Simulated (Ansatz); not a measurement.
Total energies of [ReOF4]- (ReOF4⁻) from Ansatz at PBE0-D4/def2-TZVPD, gas phase (1 Eh = 27.2114 eV = 2625.5 kJ/mol). The reference geometry is relaxed at PBE0-D4/def2-SVPD.

```xyz
6

Re   -0.064    0.039    0.166
O    -0.648    0.394    1.685
F     1.073    1.459   -0.488
F    -1.260    0.701   -1.201
F    -0.714   -1.676   -0.444
F     1.613   -0.916    0.282
```

```
            state                      geometry  energy (Eh)
charge -1 singlet                     reference   -552.90455
 charge 0 doublet                     reference   -552.79216
charge -1 triplet  relaxed at PBE0-D4/def2-SVPD   -552.89872
```

In the def2 sets Re takes a core potential; there is no spin–orbit coupling.

Question: Work out the vertical ionisation energy to the doublet.

Answer: E(charge 0 doublet) − E(charge -1 singlet) = -552.79216 − (-552.90455) = 0.11239 Eh = 3.06 eV. For comparison, −ε of the highest occupied level is 0.84 eV at this level, 2.22 eV less.

Question: Which of the charge -1 states is lowest, and how far above it are the others?

Answer: The singlet. triplet: -552.89872 − (-552.90455) = 0.00583 Eh = 15.3 kJ/mol.
